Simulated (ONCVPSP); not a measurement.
PBE ONCV dataset for zinc, scalar-relativistic all-electron reference.

ONCVPSP 4.0.1 was run on this input:

```
# ATOM AND REFERENCE CONFIGURATION
# atsym  z   nc   nv     iexc    psfile
  Zn 30.00    3    5        4      upf
#
#   n    l    f
    1    0    2.00
    2    0    2.00
    2    1    6.00
    3    0    2.00
    3    1    6.00
    3    2   10.00
    4    0    1.00
    4    1    1.00
#
# PSEUDOPOTENTIAL AND OPTIMIZATION
# lmax
    2
#
#   l,   rc,      ep,       ncon, nbas, qcut
    0    1.35    0.00    4    8    9.50
    1    1.35    0.00    4    7   11.20
    2    1.45    0.00    3    8   11.70
#
# LOCAL POTENTIAL
# lloc, lpopt,  rc(5),   dvloc0
    4    4    1.00    1.00
#
# VANDERBILT-KLEINMAN-BYLANDER PROJECTORs
# l, nproj, debl
    0    2    2.10
    1    2    3.70
    2    2    3.30
#
# MODEL CORE CHARGE
# icmod, fcfact, rcfact
    4    0.50    0.00
#
# LOG DERIVATIVE ANALYSIS
# epsh1, epsh2, depsh
   -6.00    5.00    0.04
#
# OUTPUT GRID
# rlmax, drl
    6.00    0.01
#
# TEST CONFIGURATIONS
# ncnf
    4
# nvcnf
#   n    l    f
    5
    3    0    2.00
    3    1    6.00
    3    2   10.00
    4    0    2.00
    4    1    0.00
#
    5
    3    0    2.00
    3    1    6.00
    3    2   10.00
    4    0    1.00
    4    1    0.00
#
    5
    3    0    2.00
    3    1    6.00
    3    2   10.00
    4    0    0.00
    4    1    0.00
#
    5
    3    0    1.00
    3    1    6.00
    3    2   10.00
    4    0    2.00
    4    1    0.00
#
```

Command:

```bash
oncvpsp.x < Zn.dat > Zn.out
```

Output (shortened: citation, most of the input echo, consistency checks and plot data are left out):

```
ONCVPSP  (Optimized Norm-Conservinng Vanderbilt PSeudopotential)
scalar-relativistic version 4.0.1

#   n    l    f        energy (Ha)
    1    0    2.00    -3.5014717E+02
    2    0    2.00    -4.2646294E+01
    2    1    6.00    -3.6976010E+01
    3    0    2.00    -4.8317274E+00
    3    1    6.00    -3.1477520E+00
    3    2   10.00    -4.5364362E-01
    4    0    1.00    -2.7200652E-01
    4    1    1.00    -7.7203441E-02

Reference configufation results
  iterations    35
  all-electron total energy (Ha)   -1.79583182D+03

Begin loop to  construct optimized pseudo wave functions
and semi-local pseudopoentials for all angular momenta

Calculating optimized projector #   1

 for l=   0

    Fraction of norm inside rc  0.982920
    Optimizing pswf for qcut=   9.49 a_B^-1,  ecut=  45.02 Ha
    Residual kinetic energy error=  2.33D-07 Ha

    Energy error per electron        Cutoff
         Ha          eV             Ha
         0.01000     0.27211       14.28
         0.00100     0.02721       18.14
         0.00010     0.00272       23.39
         0.00001     0.00027       36.00

Calculating optimized projector #   2

 for l=   0

    Fraction of norm inside rc  0.076287
    Optimizing pswf for qcut=   9.49 a_B^-1,  ecut=  45.02 Ha
    Residual kinetic energy error=  1.41D-06 Ha

    Energy error per electron        Cutoff
         Ha          eV             Ha
         0.01000     0.27211       10.23
         0.00100     0.02721       14.56
         0.00010     0.00272       31.42
         0.00001     0.00027       39.22

Calculating optimized projector #   1

 for l=   1

    Fraction of norm inside rc  0.966999
    Optimizing pswf for qcut=  11.19 a_B^-1,  ecut=  62.59 Ha
    Residual kinetic energy error=  2.38D-07 Ha

    Energy error per electron        Cutoff
         Ha          eV             Ha
         0.01000     0.27211       34.98
         0.00100     0.02721       43.13
         0.00010     0.00272       49.96
         0.00001     0.00027       55.24

Calculating optimized projector #   2

 for l=   1

    Fraction of norm inside rc  0.021166
    Optimizing pswf for qcut=  11.19 a_B^-1,  ecut=  62.59 Ha
    Residual kinetic energy error=  3.93D-08 Ha

    Energy error per electron        Cutoff
         Ha          eV             Ha
         0.01000     0.27211       21.35
         0.00100     0.02721       32.38
         0.00010     0.00272       41.70
         0.00001     0.00027       49.52

   Wellstate for l =  2  n =  5
     eigenvalue =   2.8464
     asymptotic potential =   3.3464
     half-point radius =  2.8813

Calculating optimized projector #   1

 for l=   2

    Fraction of norm inside rc  0.869100
    Optimizing pswf for qcut=  11.71 a_B^-1,  ecut=  68.54 Ha
    Residual kinetic energy error=  5.48D-07 Ha

    Energy error per electron        Cutoff
         Ha          eV             Ha
         0.01000     0.27211       43.54
         0.00100     0.02721       51.15
         0.00010     0.00272       57.20
         0.00001     0.00027       62.25

Calculating optimized projector #   2

 for l=   2

    Fraction of norm inside rc  0.139089
    Optimizing pswf for qcut=  11.71 a_B^-1,  ecut=  68.54 Ha
    Residual kinetic energy error=  2.37D-06 Ha

    Energy error per electron        Cutoff
         Ha          eV             Ha
         0.01000     0.27211       44.46
         0.00100     0.02721       53.14
         0.00010     0.00272       59.89
         0.00001     0.00027       65.02

Construct Vanderbilt / Kleinmman-Bylander projectors

B matrix Hermiticity error, ll=   0
   1   2    5.7839E-04

  Orthonormal projector coefficients  3.1088E+00 -7.7551E-01

B matrix Hermiticity error, ll=   1
   1   2    2.1548E-04

  Orthonormal projector coefficients -5.3178E+00 -9.4531E-01

B matrix Hermiticity error, ll=   2
   1   2   -3.6562E-04

  Orthonormal projector coefficients -1.1138E+01 -2.9914E+00

Model core correction analysis
  based on d2Exc/dn_idn_j

d2excae - all-electron derivatives

   -4.415994D-02   -4.102289D-02   -3.024267D-02   -2.011661D-03
   -6.988132D-04
   -4.102305D-02   -3.950728D-02   -2.986762D-02   -2.405285D-03
   -7.986731D-04
   -3.024301D-02   -2.986782D-02   -2.778299D-02   -6.735490D-03
   -2.557463D-03
   -2.011447D-03   -2.404878D-03   -6.734250D-03   -3.477902D-02
   -2.528900D-02
   -6.987942D-04   -7.985987D-04   -2.556288D-03   -2.528083D-02
   -3.070239D-02

d2excps - pseudofunction derivatives with no core correction

   -6.242319D-02   -4.358105D-02   -2.815404D-02   -3.427317D-03
   -9.025203D-04
   -4.358366D-02   -4.109807D-02   -3.063987D-02   -2.618693D-03
   -8.910049D-04
   -2.815413D-02   -3.064001D-02   -2.866104D-02   -6.415743D-03
   -2.502835D-03
   -3.428422D-03   -2.618307D-03   -6.414501D-03   -3.481332D-02
   -2.528560D-02
   -9.025923D-04   -8.909368D-04   -2.501658D-03   -2.527742D-02
   -3.070257D-02

rms 2nd derivative error    3.817236E-03

rmatch, rhocmatch    0.3507   68.9120

Coarse scan for minimum error
  matrix elements: rms 2nd-derivative errors (mHa)
  column index : amplitude prefactor to rhocmatch
  row index : scale prefactor to rmatch

         1.500  2.000  2.500  3.000  3.500  4.000  4.500  5.000  5.500  6.000

  1.0    1.895  1.739  1.621  1.525  1.443  1.372  1.308  1.251  1.199  1.152
  1.1    1.655  1.473  1.335  1.225  1.135  1.058  0.994  0.939  0.893  0.853
  1.2    1.452  1.251  1.104  0.996  0.917  0.860  0.824  0.803  0.796  0.799
  1.3    1.284  1.085  0.962  0.897  0.875  0.885  0.917  0.963  1.016  1.075
  1.4    1.157  1.002  0.956  0.983  1.051  1.141  1.239  1.339  1.438  1.535
  1.5    1.087  1.030  1.099  1.227  1.374  1.525  1.671  1.811  1.943  2.069
  1.6    1.091  1.167  1.350  1.560  1.769  1.967  2.153  2.325  2.486  2.636
  1.7    1.173  1.385  1.663  1.941  2.201  2.440  2.659  2.862  3.050  3.224
  1.8    1.324  1.656  2.014  2.349  2.654  2.931  3.184  3.415  3.629  3.828
  1.9    1.525  1.961  2.388  2.775  3.123  3.437  3.722  3.984  4.224  4.448

Nelder-Mead iteration
 converged in  39 steps
amplitude prefactor, scale prefactor
   47.0714    0.8519

Optimized Teter model core charge

d2excps - pseudofunction derivatives with core correction

   -4.451498D-02   -4.071967D-02   -2.828237D-02   -2.264897D-03
   -8.103558D-04
   -4.071962D-02   -4.025056D-02   -3.069749D-02   -2.434305D-03
   -8.632233D-04
   -2.828239D-02   -3.069759D-02   -2.871218D-02   -6.422438D-03
   -2.503829D-03
   -2.264682D-03   -2.433899D-03   -6.421194D-03   -3.473781D-02
   -2.527968D-02
   -8.103338D-04   -8.631499D-04   -2.502653D-03   -2.527151D-02
   -3.070168D-02

rms 2nd derivative error    6.680342E-04

Pseudoatom total energy -218.318792

Diagnostic tests using Vanderbilt-Kleinman-Bylander pseudopotentials
  1 or more projectors used as specified by nproj input data

   l    rcore       rmatch      e in        delta e   norm test  slope test

   0   1.3552902   1.3964398  -4.8317274   0.0000073   1.0003243   1.0002892
   0   1.3552902   1.3964398  -0.2720065   0.0000033   1.0000257   1.0000194

   1   1.3552902   1.3964398  -3.1477520  -0.0000081   1.0002508   1.0002405
   1   1.3552902   1.3964398  -0.0772034   0.0000031   1.0000452   1.0000411

   2   1.4561566   1.5003687  -0.4536436  -0.0000121   1.0001226   1.0001255
   2   1.4561566   1.5003687   2.8463564  -0.0000220   1.0001610   1.0001610

 Testing for bound ghosts
   n   l    E NL Schr. Eq   E Basis Diag.   E Cutoff

   1   0       -4.831720       -4.831720    144.31
   2   0       -0.272003       -0.190743    144.31

   2   1       -3.147760       -3.147757    122.20
   3   1       -0.077200        0.118953    122.20

   3   2       -0.453656       -0.452770    162.73

 Testing for highly-localized positive-energy ghosts
       l    <radius>/rc     E Basis Diag.   E Cutoff

Test configuration 0

   n   l     f        eae           eps        diff
   1   0  2.0000 -350.14717402
   2   0  2.0000  -42.64629352
   2   1  6.0000  -36.97601048
   3   0  2.0000   -4.83172740   -4.83172012    7.28D-06
   3   1  6.0000   -3.14775197   -3.14776002   -8.05D-06
   3   2 10.0000   -0.45364362   -0.45365576   -1.21D-05
   4   0  1.0000   -0.27200652   -0.27200323    3.29D-06
   4   1  1.0000   -0.07720344   -0.07720034    3.10D-06

    Total energies and differences
      AE_ref= -1.79583182D+03  AE_tst= -1.79583182D+03  dif=  0.00D+00
      PS_ref= -2.18318792D+02  PS_tst= -2.18318792D+02  dif= -3.38D-12
      PSP excitation error=  3.38D-12

Test configuration 1

   n   l     f        eae           eps        diff
   1   0  2.0000 -350.06445616
   2   0  2.0000  -42.56792348
   2   1  6.0000  -36.89736575
   3   0  2.0000   -4.74920109   -4.74832020    8.81D-04
   3   1  6.0000   -3.06498485   -3.06474397    2.41D-04
   3   2 10.0000   -0.37265387   -0.37225674    3.97D-04
   4   0  2.0000   -0.21971926   -0.21977128   -5.20D-05

    Total energies and differences
      AE_ref= -1.79583182D+03  AE_tst= -1.79601874D+03  dif= -1.87D-01
      PS_ref= -2.18318792D+02  PS_tst= -2.18505752D+02  dif= -1.87D-01
      PSP excitation error=  3.12D-05

Test configuration 2

   n   l     f        eae           eps        diff
   1   0  2.0000 -350.42135238
   2   0  2.0000  -42.91734076
   2   1  6.0000  -37.24740084
   3   0  2.0000   -5.10449800   -5.10449331    4.69D-06
   3   1  6.0000   -3.42081080   -3.42081106   -2.63D-07
   3   2 10.0000   -0.72618666   -0.72646079   -2.74D-04
   4   0  1.0000   -0.51441851   -0.51433879    7.97D-05

    Total energies and differences
      AE_ref= -1.79583182D+03  AE_tst= -1.79565534D+03  dif=  1.76D-01
      PS_ref= -2.18318792D+02  PS_tst= -2.18142318D+02  dif=  1.76D-01
      PSP excitation error= -1.65D-06

Test configuration 3

   n   l     f        eae           eps        diff
   1   0  2.0000 -350.83756540
   2   0  2.0000  -43.32207430
   2   1  6.0000  -37.65307431
   3   0  2.0000   -5.51656336   -5.51838446   -1.82D-03
   3   1  6.0000   -3.83325218   -3.83395173   -7.00D-04
   3   2 10.0000   -1.13393886   -1.13534521   -1.41D-03

    Total energies and differences
      AE_ref= -1.79583182D+03  AE_tst= -1.79497759D+03  dif=  8.54D-01
      PS_ref= -2.18318792D+02  PS_tst= -2.17464662D+02  dif=  8.54D-01
      PSP excitation error=  9.55D-05

Test configuration 4

   n   l     f        eae           eps        diff
   1   0  2.0000 -350.91114050
   2   0  2.0000  -43.29923897
   2   1  6.0000  -37.63825211
   3   0  1.0000   -5.42401564   -5.47853284   -5.45D-02
   3   1  6.0000   -3.73284231   -3.75861523   -2.58D-02
   3   2 10.0000   -1.00294370   -1.00139232    1.55D-03
   4   0  2.0000   -0.58735293   -0.58894175   -1.59D-03

    Total energies and differences
      AE_ref= -1.79583182D+03  AE_tst= -1.79094559D+03  dif=  4.89D+00
      PS_ref= -2.18318792D+02  PS_tst= -2.13405361D+02  dif=  4.91D+00
      PSP excitation error= -2.72D-02
```

The run took about 9.4 s on one core of a shared server CPU.
